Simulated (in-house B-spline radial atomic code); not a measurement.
A run on neutral molybdenum (an excited or competing configuration) that did not converge. Method: scalar-relativistic (X2C) wB97X, spin-polarised, spherical fractional occupations, exact exchange averaged over the configuration, Fermi nucleus of rms radius 4.4091 fm; computed with a B-spline radial code for spherical atoms.

Command:
```bash
python run_scf.py task.json out
```
Settings (nuclear radius in fm, mass in u):
```
Z                42
configuration    [Ar] 3d9 4s2 4p6 4d5 5s1 6s1
hamiltonian      x2c
method           wb97x
spin_polarised   True
nucleus          fermi
rms_radius       4.4091
atomic_mass      97.9054
speed_of_light   137.035999084
exact_exchange   averaged over the configuration
```

First and last ten iterations of the last attempt (damped for 15 steps, keeping 80 % of the old Fock matrix, then DIIS):
```
 iter        energy (Eh)    residual
    1       -4030.617447    4.38e-01
    2       -4035.875411    2.92e-01
    3       -4037.786819    2.04e-01
    4       -4038.802464    1.38e-01
    5       -4039.340729    9.94e-02
    6       -4039.625164    7.00e-02
    7       -4039.775178    5.24e-02
    8       -4039.854439    4.16e-02
    9       -4039.896765    3.27e-02
   10       -4039.919914    2.57e-02
  111       -4039.957868    2.39e-06
  112       -4039.957868    2.31e-06
  113       -4039.957868    1.49e-06
  114       -4039.957868    1.64e-06
  115       -4039.957868    1.53e-06
  116       -4039.957868    3.05e-05
  117       -4039.957868    1.06e-04
  118       -4039.957868    1.07e-04
  119       -4039.957868    1.19e-05
  120       -4039.957868    3.20e-05
 not converged after 120 iterations
```

The smallest residual met was 1.5e-06; the threshold is about 4e-07. Over the last five steps the energy moves by less than 1e-08 hartree, but the orbitals didn't meet the threshold. Cost of the run: 37 s on 1 thread of Arm Neoverse N1, with other jobs on the host.
